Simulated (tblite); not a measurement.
Species: C6H12FP.
Geometry (GFN2-xTB, Å), atoms numbered from 1 in this order:
```xyz
20
C6H12FP angstrom
C     -2.2657   -0.6038   -0.3210
C     -0.8959   -0.2191    0.2364
C     -0.6960    1.2924    0.1343
P      0.9024    1.9356    0.8279
C      2.0321    0.7424   -0.0415
C      1.5993   -0.7121    0.0805
C      0.2165   -0.9524   -0.5148
F     -0.0310   -2.3158   -0.4728
H     -2.4064   -1.6801   -0.2633
H     -2.3515   -0.2999   -1.3626
H     -3.0548   -0.1187    0.2487
H     -0.8474   -0.5235    1.2889
H     -0.7418    1.6080   -0.9137
H     -1.5069    1.8054    0.6589
H      0.8351    1.1907    2.0151
H      3.0336    0.8715    0.3767
H      2.0779    1.0421   -1.0933
H      1.5827   -1.0140    1.1312
H      2.3136   -1.3566   -0.4392
H      0.1991   -0.6815   -1.5795
```

Computed with GFN2-xTB (tblite): harmonic, unscaled wavenumbers at the GFN2-xTB geometry, gas phase. The method is semi-empirical: single wavenumbers can be off by several per cent or more. Modes of hydrogen on phosphorus can be 10 to 20 % off. One conformer, not necessarily the lowest.

Harmonic wavenumbers (cm⁻¹): 97.4, 147.6, 209.9, 251.9, 263.8, 296.5, 340.4, 353.0, 416.8, 496.1, 523.5, 677.7, 716.3, 751.9, 777.1, 840.5, 872.7, 907.6, 958.1, 985.7, 1022.8, 1032.2, 1061.1, 1076.5, 1097.5, 1134.1, 1151.7, 1179.0, 1211.4, 1245.6, 1270.4, 1280.8, 1282.8, 1309.8, 1340.3, 1347.3, 1414.7, 1445.0, 1448.7, 1483.6, 1495.5, 1498.9, 2240.4, 2895.6, 2922.9, 2932.5, 2941.2, 2957.5, 2959.8, 2964.8, 2974.2, 3028.3, 3036.7, 3049.2.

A = 2489, B = 1379, C = 952.3 MHz; mass 134.066 u (most abundant isotopes); point group C1, symmetry number 1.

**Question.** What is the zero-point energy?

**Answer.** ½Σν̃ = 36809 cm⁻¹ = 440.33 kJ/mol.

**Question.** What is S at 400 K and 1 bar for an ideal gas of classical rigid rotors and harmonic oscillators?

**Answer.** Translation 176.05, rotation 124.90, vibration 124.95: S = 425.9 J/(mol K).

**Question.** And Cp and H(400 K) − H(0)?

**Answer.** Cp = 195.16 J/(mol K), of which vibrations give 161.90 (their classical limit is 54 R = 449.0); H(400 K) − H(0) = 42.60 kJ/mol without the zero-point energy, 29.30 from vibrations.

**Question.** How do the functions run with temperature in this model?

**Answer.** 
| T (K) | S (J/(mol K)) | Cp (J/(mol K)) | H − H(0) (kJ/mol) | G − H(0) (kJ/mol) | ln q(vib) |
| --- | --- | --- | --- | --- | --- |
| 100 | 269.7 | 62.6 | 4.36 | -22.61 | 0.54 |
| 200 | 326.0 | 104.2 | 12.72 | -52.48 | 2.14 |
| 300 | 376.6 | 149.3 | 25.35 | -87.63 | 4.09 |
| 500 | 473.9 | 235.5 | 64.19 | -172.77 | 8.47 |
| 800 | 604.8 | 320.2 | 148.71 | -335.11 | 15.41 |
| 1000 | 680.4 | 356.7 | 216.60 | -463.77 | 19.92 |

q(vib) and H(0) count from the zero-point level.

**Question.** What must be added to the electronic energy to get the Gibbs energy at 400 K and 1 bar?

**Answer.** ZPE + [H(400 K) − H(0)] − T·S = 440.33 + 42.60 − 170.36 = 312.57 kJ/mol.

Hindered rotation and anharmonicity are outside this model. Other conformers, if any are populated, would add a mixing term that is left out. The structure is chiral; the term R ln 2 for an equal mix with its mirror image is left out.
